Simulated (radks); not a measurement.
Initial-state core-level shifts of the lanthanum ion La2+ when its valence configuration changes from [Xe] 5d1. Calculated with a radial shooting solver on a logarithmic mesh with Libxc functionals: Dirac Kohn-Sham, LDA (Slater exchange, Perdew-Wang correlation), spin-unpolarised, spherical densities, finite nucleus; open shells fill j = l - 1/2 first; Fermi nuclear charge, rms radius 4.855 fm. Shifts are changes of the shell-averaged eigenvalues in eV (positive: less bound); the change of the density at the nucleus, which sets a Mossbauer isomer shift, is in e/bohr^3, on a base of 3.502e+05.

[
 {"valence": "4f1", "3s": "+8.161", "3d": "+8.025", "4p": "+7.347", "4d": "+6.947", "density at nucleus": "-19.66"},
 {"valence": "6p1", "3s": "-3.638", "3d": "-3.652", "4p": "-3.568", "4d": "-3.560", "density at nucleus": "+5.06"},
 {"valence": "4f0.5 5d0.5", "3s": "+4.342", "3d": "+4.269", "4p": "+3.877", "4d": "+3.660", "density at nucleus": "-10.55"},
 {"valence": "5d0.5 6p0.5", "3s": "-1.808", "3d": "-1.815", "4p": "-1.777", "4d": "-1.773", "density at nucleus": "+2.40"},
 {"valence": "5d0.5 6s0.5", "3s": "-1.350", "3d": "-1.357", "4p": "-1.322", "4d": "-1.319", "density at nucleus": "+15.39"},
 {"valence": "6s1", "3s": "-2.731", "3d": "-2.745", "4p": "-2.669", "4d": "-2.664", "density at nucleus": "+31.66"}
]
